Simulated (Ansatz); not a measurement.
Ansatz (an electronic-structure program) input:

Ansatz 0.2 input:
```yaml
crystal:
  periodic: [false, false, false]
  atoms:
    - {symbol: In, position_ang: [0.14474588, 0.07552198, 0.26034827]}
    - {symbol: O, position_ang: [1.04721742, 0.36249829, -1.53043968]}
    - {symbol: H, position_ang: [0.45433642, 0.07253254, -2.23716014]}
    - {symbol: O, position_ang: [-1.71957524, -0.72531941, 0.09804356]}
    - {symbol: H, position_ang: [-2.16802176, -0.87054049, 0.93926404]}
basis:
  gaussian:
    orbitals: def2-TZVP
magnetization: {spin_polarized: true, initial_magnetization: 1}
correlation: {method: mp2, electrons: outside_noble_gas}
relax: {f_tol: 0.003, max_steps: 100}
```

### Question
Predict the final energy.

### Answer
-340.72625 Eh (MP2/def2-TZVP). The basis has 124 functions.

It need not be the lowest isomer of its formula.
